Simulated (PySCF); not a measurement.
**Electronic absorption of C5H10Se**

Species: C5H10Se.
Numbering: `[CH3:1][CH2:2][CH2:3][CH2:4][CH:5]=[Se:6]` (hydrogens: H7, H8, H9 on C1; H10, H11 on C2; H12, H13 on C3; H14, H15 on C4; H16 on C5)

Method used: TDDFT wB97X-D/def2-SVPD, vertical, gas phase, core orbitals frozen in the response (PySCF 2.14.0, density-fitted response routines). One conformer (not necessarily the lowest) at the PBE0-D3(BJ)/def2-SVP geometry, without solvent, vibrations or thermal averaging. Relativistic effects, spin–orbit coupling among them, are left out although an element past zinc is present. Torsions of this conformer, `[CH3:1][CH2:2][CH2:3][CH2:4][CH:5]=[Se:6]`: C1–C2–C3–C4 180°, C2–C3–C4–C5 178°, C3–C4–C5–Se6 121°.

Problem. List the vertical singlet excitations with oscillator strengths and describe the spectrum.

Solution. 

| state | E (eV) | ν̃ (cm⁻¹) | f | main configurations (H = HOMO, L = LUMO) |
| --- | --- | --- | --- | --- |
| S1 | 2.10 | 16940 | 0.0000 | H→L (100%) |
| S2 | 5.27 | 42490 | 0.312 | H-1→L (94%) |
| S3 | 5.78 | 46630 | 0.0018 | H-3→L (44%), H-2→L (26%), H-4→L (13%) |
| S4 | 5.94 | 47900 | 0.013 | H→L+1 (76%) |
| S5 | 6.09 | 49110 | 0.120 | H→L+2 (61%), H→L+3 (30%) |
| S6 | 6.80 | 54870 | 0.030 | H→L+4 (34%), H→L+3 (30%), H→L+5 (21%) |
| S7 | 6.81 | 54960 | 0.0028 | H-5→L (21%), H-3→L (20%), H-4→L (18%) |
| S8 | 6.86 | 55290 | 0.0008 | H→L+5 (41%), H→L+4 (37%), H→L+6 (12%) |
| S9 | 7.17 | 57850 | 0.0011 | H-2→L (44%), H-4→L (28%), H-7→L (16%) |
| S10 | 7.58 | 61170 | 0.025 | H-1→L+1 (16%), H→L+1 (12%), H→L+7 (11%) |

Triplets, Tamm–Dancoff:

```tsv
state	E (eV)	λ (nm)	main configurations (H = HOMO, L = LUMO)
T1	1.67	742.3	H→L (99%)
T2	2.69	460.9	H-1→L (96%)
T3	5.14	241.1	H-3→L (45%), H-6→L (20%), H-2→L (20%)
T4	5.54	223.9	H→L+1 (60%), H→L+9 (13%), H→L+2 (9%)
```

The lowest singlet lies at 2.10 eV (590 nm, visible) and is dark (f under 0.0005); its leading configuration is HOMO→LUMO (100%). The strongest level in the table is S2 at 5.27 eV (235 nm, f = 0.312). Löwdin shares by element: HOMO selenium 78%, carbon 14% or more; LUMO carbon 46% or more, selenium 44%. Weighted by f, the mean energy of these states is 5.70 eV. The listed states span 5.48 eV, and the widest gap between neighbours is 3.17 eV (S1 to S2). Of the 10 states listed, 5 reach f = 0.01 and 1 stays under 0.0005. S1 lies in the visible range (380 to 750 nm), at 590 nm, dark in the vertical dipole picture (f under 0.0005); light of that wavelength is yellow, and its complementary colour is blue; a Tamm–Dancoff triplet lies at 742 nm, without intensity as long as spin–orbit coupling is left out. The vertical ionisation energy (ΔSCF) is 8.35 eV, 0.76 eV above S10. Singlets were solved by full linear response, triplets in the Tamm–Dancoff approximation.
